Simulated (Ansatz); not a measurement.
Geometry optimisation, Ansatz, RKS PBE/def2-SVP.

The input (input.yaml):

```yaml
crystal:
  periodic: [false, false, false]
  atoms:
    - { symbol: B, position_ang: [-1.4943, 1.3892, 0.082] }
    - { symbol: Si, position_ang: [-0.7669, -0.2584, -0.4745] }
    - { symbol: O, position_ang: [-0.0859, -0.0817, -2.0403] }
    - { symbol: Si, position_ang: [0.8786, -0.8344, 0.9993] }
    - { symbol: S, position_ang: [1.74658, -2.63207, 0.40737] }
    - { symbol: H, position_ang: [-1.4718, 2.3893, -0.6432] }
    - { symbol: H, position_ang: [-2.0459, 1.529, 1.1254] }
    - { symbol: H, position_ang: [-1.7711, -1.2704, -0.5264] }
    - { symbol: H, position_ang: [0.2832, -0.9716, -2.209] }
    - { symbol: H, position_ang: [0.3083, -0.88711, 2.32475] }
    - { symbol: H, position_ang: [1.88828, 0.31424, 0.96054] }
    - { symbol: H, position_ang: [0.56447, -3.32692, 0.5176] }
basis:
  gaussian: { orbitals: def2-SVP }
hamiltonian:
  xc: pbe
relax:
  f_tol: 0.015
  max_steps: 40
output:
  orbitals: {}
```

Run as:

```bash
$ ansatz run input.yaml --threads 2 --pin off --max-ram 3072MiB --backend cpu --events-out ev --progress --plain --runs-dir out
```

**Question.** Where does it end, and by what steps?

**Answer.** The forces met the threshold. The force dipped under the threshold on the way, but the program's further checks kept it going. After 14 steps the energy has fallen by 0.558 eV; H12 moved furthest, 0.48 Å.

| step | energy less start (eV) | largest force component (eV/Å) | accepted |
| --- | --- | --- | --- |
| 0 | 0.0000 | 1.843 | yes |
| 1 | -0.4062 | 1.037 | yes |
| 2 | -0.4765 | 0.606 | yes |
| 3 | -0.5064 | 0.445 | yes |
| 4 | -0.5221 | 0.196 | yes |
| 5 | -0.5379 | 0.223 | yes |
| 6 | -0.5460 | 0.109 | yes |
| 7 | -0.5513 | 0.091 | yes |
| 8 | -0.5534 | 0.069 | yes |
| 9 | -0.5564 | 0.091 | yes |
| 10 | -0.5571 | 0.079 | yes |
| 11 | -0.5560 | 0.120 | no |
| 12 | -0.5577 | 0.038 | yes |
| 13 | -0.5579 | 0.011 | yes |
| 14 | -0.5580 | 0.015 | yes |

```xyz
12
Properties=species:S:1:pos:R:3
B -1.535 1.570 -0.045
Si -0.978 -0.274 -0.489
O -0.224 -0.515 -1.981
Si 0.774 -0.750 1.064
S 1.852 -2.358 0.030
H -1.111 2.546 -0.630
H -2.230 1.737 0.941
H -2.018 -1.335 -0.196
H 0.500 -1.174 -1.904
H 0.365 -1.167 2.453
H 1.812 0.334 1.156
H 0.826 -3.254 0.124
```

Whether the end is a true minimum wasn't checked by a vibrational analysis.

Run time: 42 s on 2 threads of Arm Neoverse V1 (shared host), peak memory 0.16 GiB.
